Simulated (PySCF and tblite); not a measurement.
Values are calculated unless marked as measured or tabulated.
3 diastereomers of C₇H₁₃Cl₃, numbered alike:

| isomer | SMILES | descriptors (one enantiomer) | sequence (m meso, r racemo) |
| --- | --- | --- | --- |
| A | [CH3:1][C@@H:2]([Cl:3])[CH2:4][C@@H:5]([Cl:6])[CH2:7][C@H:8]([CH3:9])[Cl:10] | 2R, 5s, 8S | mm |
| B | [CH3:1][C@@H:2]([Cl:3])[CH2:4][C@H:5]([Cl:6])[CH2:7][C@H:8]([CH3:9])[Cl:10] | 2R, 5r, 8S | rr |
| C | [CH3:1][C@H:2]([Cl:3])[CH2:4][CH:5]([Cl:6])[CH2:7][C@H:8]([CH3:9])[Cl:10] | 2S, 8S | mr |

Each isomer is a Boltzmann average at 298.15 K over at most 7 conformers: GFN2-xTB geometries, energies PBE0/pcSseg-1 (D3(BJ) added where defined), GFN2-xTB thermal terms. Programs: PySCF with density fitting and tblite.

(1) Rank the isomers by free energy at 298.15 K.

(2) If they could interconvert freely, what would the mixture hold (chiral isomers as racemates)?

The conformer set may be incomplete (the search or the number kept was capped). The cap on conformers cut off some of the population, so the set may be incomplete.

## Answers

(1) 
```
isomer  ΔG (kcal/mol)  ΔE, lowest conformer  conformers  largest weight %  rms dipole (D)
     B            0.0                   0.0           6                88            3.66
     C            0.4                   0.7           7                64            2.45
     A            0.8                   1.3           7                49            2.09
```

ΔG is for one enantiomer.

(2) B 45 %, C 43 %, A 12 %. A racemate gains RT ln 2.
